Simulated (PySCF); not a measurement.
Dipole moment and polarisability of tetravinylmethane

Tetravinylmethane, C9H12.
Atom-mapped SMILES: `[CH2:1]=[CH:2][C:3]([CH:4]=[CH2:5])([CH:6]=[CH2:7])[CH:8]=[CH2:9]` (hydrogens: H10, H11 on C1; H12 on C2; H13 on C4; H14, H15 on C5; H16 on C6; H17, H18 on C7; H19 on C8; H20, H21 on C9)

Geometry (PBE0-D3(BJ)/def2-SVP, Å), atoms numbered from 1 in this order:
```xyz
21
C9H12 angstrom
C     -0.6151    0.6407    2.3687
C      0.3280   -0.0554    1.7337
C      0.7316    0.0956    0.2801
C      0.2133    1.3915   -0.3117
C     -0.4122    1.5308   -1.4807
C      2.2377    0.1602    0.1219
C      3.1240    0.3860    1.0918
C      0.1464   -1.1133   -0.4228
C      0.8210   -2.1761   -0.8617
H     -0.8667    0.4238    3.4099
H     -1.1744    1.4409    1.8755
H      0.8491   -0.8644    2.2581
H      0.4457    2.2791    0.2878
H     -0.7080    2.5182   -1.8439
H     -0.6427    0.6736   -2.1196
H      2.5816    0.0619   -0.9142
H      4.1913    0.4618    0.8692
H      2.8210    0.5126    2.1351
H     -0.9461   -1.0932   -0.5072
H      1.9090   -2.2474   -0.7769
H      0.2999   -3.0226   -1.3160
```

Level: PBE0/def2-SVPD (PySCF), static field, nuclei fixed, core orbitals frozen in the response. The polarisability tensor in these axes (au):

```
x   111.85 -10.88   6.00
y   -10.88 104.64   8.31
z     6.00   8.31 115.14
```

Task: What are the eigenvalues, a third of the trace, and Δα (Δα² = ½Σ(αi − αj)² over the three pairs)?

Result: Principal values 92.20, 119.70 and 119.72 au; mean 110.54 au = 16.38 Å³ = 18.23 × 10⁻⁴⁰ C²·m²/J; Δα = 27.51 au (25 % of the mean).

Task: What is the dipole moment?

Result: 0.00 D; point group S4 allows none.

Task: What are the principal values of the traceless quadrupole moment, Θ = ½Σq(3rr − r²1), about the centre of nuclear charge?

Result: -2.76, 1.38, 1.38 D·Å. With no charge and no dipole, the values don't depend on the origin. The electronic extent ⟨r²⟩ about the same centre is 1236 bohr², a root-mean-square distance of 2.29 Å for the 66 electrons.

Task: Molar refractivity from α?

Result: Lorentz–Lorenz: R = (4π/3)N_A α = 2.5225 cm³/(mol·Å³) × 16.38 Å³ = 41.3 cm³/mol, in the limit of long wavelengths.

Task: Sum over states: ᾱ = Σ f/ω², ω in Eh. What share falls to these 10 lowest TDDFT singlets (eV, f)? 5.95, 0.0011; 5.95, 0.0011; 6.39, 0.3118; 6.39, 0.3119; 6.41, 0.0200; 6.49, 0.0001; 6.92, 0.0000; 6.94, 0.0004; 7.04, 0.0000; 7.05, 0.0016.

Result: They add up to 11.74 au, 10.6 % of the 110.54 au; the largest single term is 5.65 au, from the state at 6.39 eV. Terms in order: 0.02, 0.02, 5.65, 5.65, 0.36, 0.00, 0.00, 0.01, 0.00, 0.02 au. Higher excitations give the rest. The strengths listed sum to 0.648.

Isolated species at its PBE0-D3(BJ)/def2-SVP geometry (one conformer only).
